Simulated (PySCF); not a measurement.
Al(H)(Me)(OH) (CH5AlO), SMILES [CH3][AlH][OH]. Atoms are numbered in the order given.

```xyz
8

Al     0.4757     0.1155     0.0000
H      2.0432     0.3769     0.0000
C     -0.3342    -1.6477     0.0000
H     -0.0221    -2.2244     0.8767
H     -1.4252    -1.5956     0.0000
H     -0.0221    -2.2244    -0.8767
O     -0.5642     1.4615     0.0000
H     -0.2391     2.3602     0.0000
```

The structure is a stationary point at PBE0-D3(BJ)/def2-TZVP. Other conformers were not sampled.

The numbers are results of PySCF with M06-2X/def2-TZVPD, not measurements.

Symmetry labels are those of the subgroup Cs that the program uses (full group Cs).

Computed valence orbital energies around the gap with their symmetry:
```csv
orbital,symmetry,energy (eV)
HOMO−7,A',-20.87
HOMO−6,A',-15.61
HOMO−5,A',-12.58
HOMO−4,A",-12.43
HOMO−3,A',-12.09
HOMO−2,A",-10.90
HOMO−1,A',-10.69
HOMO,A',-9.18
LUMO,A',-0.05
LUMO+1,A",-0.04
LUMO+2,A',0.59
LUMO+3,A',1.17
```
